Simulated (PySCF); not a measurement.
A calculated (UHF, PySCF 2.14, cc-pVDZ, the non-relativistic Hamiltonian (point nucleus)) atom or ion has these occupied shells.

```json
{"shell": "1s", "electrons": "2", "orbital energy (eV)": "-128.77", "rms radius, mean of both spins (bohr)": "0.483"}
{"shell": "2s", "electrons": "2", "orbital energy (eV)": "-8.409", "rms radius, mean of both spins (bohr)": "2.89"}
```

(1) Name the element and its charge.

Answers

(1) Be (beryllium, neutral), in [He] 2s2, closed-shell 1S.
